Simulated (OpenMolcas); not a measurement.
# Cu6+: effect of the basis set

```json
{"Program": "OpenMolcas", "Method": "SS-RASPT2, IPEA 0.25 Eh, imaginary shift 0.1 Eh (closed shells correlated: 3s)", "Active space": "11 electrons in 8 orbitals (RAS1 3p, at most 2 holes; RAS2 3d)", "State averaging": "2S+1 = 6 even, 1 root; 2S+1 = 4 even, 24 roots; 2S+1 = 2 even, 53 roots", "Spin-orbit coupling": "state interaction with AMFI integrals over the reference wave functions, term energies averaged over their components"}
```

A. ANO-RCC-VTZP [6s5p3d2f1g], DKH2, point nucleus; CASPT2 step of the order of 50 core-seconds
B. ANO-R2 [6s4p4d2f1g], X2C, finite nucleus; CASPT2 step about 60 core-seconds
C. ANO-RCC-VQZP [7s6p4d3f2g1h], DKH2, point nucleus; CASPT2 step of the order of 80 core-seconds

Energies in cm-1 above 3d5 6S 5/2, the measured ground level; measured values from the list in Gamrath, thesis, University of Mons (2023).

```json
{"Level": "3d5 6S 5/2", "A": "0.0", "B": "0.0", "C": "0.0", "Measured": "0.0"}
{"Level": "3d5 4G 5/2", "A": "47610", "B": "48040", "C": "47520", "Measured": ""}
{"Level": "3d5 4G 7/2", "A": "47750", "B": "48170", "C": "47650", "Measured": ""}
{"Level": "3d5 4G 11/2", "A": "47780", "B": "48200", "C": "47680", "Measured": ""}
{"Level": "3d5 4G 9/2", "A": "47830", "B": "48240", "C": "47730", "Measured": ""}
{"Level": "3d5 4P 5/2", "A": "52340", "B": "52920", "C": "52410", "Measured": "50732"}
{"Level": "3d5 4P 3/2", "A": "52640", "B": "53210", "C": "52700", "Measured": "51067"}
{"Level": "3d5 4P 1/2", "A": "52990", "B": "53550", "C": "53030", "Measured": "51407"}
{"Level": "3d5 4D 7/2", "A": "57410", "B": "57900", "C": "57380", "Measured": "55742"}
{"Level": "3d5 4D 1/2", "A": "57770", "B": "58250", "C": "57730", "Measured": "56210"}
{"Level": "3d5 4D 3/2", "A": "58080", "B": "58550", "C": "58030", "Measured": "56428"}
{"Level": "3d5 4D 5/2", "A": "58150", "B": "58620", "C": "58100", "Measured": "56427"}
{"Level": "3d5 2I 11/2", "A": "69420", "B": "70050", "C": "69230", "Measured": "67757"}
{"Level": "3d5 2I 13/2", "A": "69740", "B": "70350", "C": "69530", "Measured": "67918"}
{"Level": "3d5 2D 5/2 [62 %]", "A": "73210", "B": "74020", "C": "73250", "Measured": ""}
{"Level": "3d5 2D 3/2", "A": "74640", "B": "75410", "C": "74660", "Measured": "72227"}
{"Level": "3d5 2F 7/2(1)", "A": "76990", "B": "77770", "C": "76960", "Measured": "74408"}
{"Level": "3d5 4F 9/2", "A": "77890", "B": "78530", "C": "77880", "Measured": "75930"}
{"Level": "3d5 4F 5/2", "A": "78050", "B": "78700", "C": "78020", "Measured": "76019"}
{"Level": "3d5 4F 7/2", "A": "78180", "B": "78820", "C": "78160", "Measured": "76349"}
{"Level": "3d5 4F 3/2", "A": "78860", "B": "79480", "C": "78810", "Measured": "76886"}
{"Level": "3d5 2H 9/2 [74 %]", "A": "82880", "B": "83650", "C": "82810", "Measured": "80717"}
{"Level": "3d5 2H 11/2", "A": "84120", "B": "84870", "C": "84010", "Measured": "81954"}
{"Level": "3d5 2G 7/2", "A": "85250", "B": "85960", "C": "85130", "Measured": "82746"}
```

Deviations, from unrounded energies. A percentage is the sum of absolute deviations over the sum of measured energies, with the sign that they share, or ± where signs differ.

```
                        Against measurement  Levels     A     B     C
             mean absolute deviation (cm-1)      18  1900  2500  1900
other terms of the ground configuration (%)      18  +2.8  +3.8  +2.8
```

A, C lie about equally close to measurement and B furthest from it. The largest miss of C in the table is 3d5 2F 7/2(1), by +2600 cm-1. The ranking rests on the paired levels alone, and a cruder setting can come out closer through cancelling errors.

Among A to C the level of the table that moves most is 3d5 2H 11/2, by 870 cm-1 (lowest in C, highest in B). Moves below CASPT2's spread within the term are not significant.

CASPT2 does not keep the components of a term degenerate, so their means are used; among the terms shown or strongly mixed into the levels shown the widest spread is 95 cm-1 (3d5 4F, A). Some levels mix across a computed gap that differs much from the measured one, so their mixing is not that of the real levels. Active for correlation alone: 3p; no level in the range computed is led by a configuration that opens it, so any true level of that kind is missing. Measured partners are found by configuration, term and J. A level has none where our copy of the source lacks it or the pairing is in doubt (some pairs that miss far off the trend of their configuration count as doubtful), and it then counts in no deviation. Only configurations of the active space appear. Levels that lie high or do not pair safely by name in every column are left out.

A share in square brackets marks a mixed level and gives the weight of the term that names it, the lowest over the columns. A number in round brackets counts repeated terms of one configuration in the order of the reference energies.
